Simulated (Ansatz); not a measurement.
CH₉GeN₃O, SMILES `C[O][Ge]([NH2])([NH2])[NH2]`. The species carries charge 0 and has multiplicity 1. The geometry is a stationary point of PBE0-D4/def2-TZVP. It is one conformer, not always the lowest.

```xyz
15

C     1.737   -0.547   -1.234
O     0.787   -1.081   -0.345
Ge   -0.423   -0.010    0.396
N     0.496    1.345    1.201
N    -1.312   -1.191    1.457
N    -1.570    0.869   -0.718
H     2.466   -1.328   -1.463
H     2.270    0.310   -0.805
H     1.278   -0.224   -2.178
H     1.098    1.044    1.955
H    -0.095    2.094    1.535
H    -2.301   -1.024    1.566
H    -1.143   -2.156    1.213
H    -2.131    0.284   -1.319
H    -1.156    1.615   -1.260
```

(1) What is the dipole moment at ωB97M-V/def2-TZVPP? (Best estimate.)

(2) And with PBE, r2SCAN, B3LYP? (Best estimate.)

(3) Give the Mulliken charges with ωB97M-V, PBE, B3LYP in def2-TZVPP. (An estimate is asked.)

Answers

(1) Computed: 1.26 D, with components (-0.90, 0.53, -0.70) D in this frame, pointing from negative to positive charge.

(2) The calculation gave: PBE 1.21 D, r2SCAN 1.23 D, B3LYP 1.24 D.

(3) Ansatz gave: 
```
atom  ωB97M-V    PBE  B3LYP
  C1    -0.17  -0.13  -0.12
  O2    -0.42  -0.36  -0.43
 Ge3     0.71   0.54   0.69
  N4    -0.36  -0.37  -0.39
  N5    -0.37  -0.39  -0.40
  N6    -0.38  -0.40  -0.41
  H7     0.12   0.10   0.10
  H8     0.11   0.09   0.09
  H9     0.10   0.07   0.07
 H10     0.11   0.14   0.13
 H11     0.11   0.14   0.12
 H12     0.11   0.14   0.13
 H13     0.12   0.15   0.14
 H14     0.11   0.14   0.13
 H15     0.11   0.14   0.13
```

B3LYP here is the variant with VWN-RPA as its local correlation; programs differ in this.
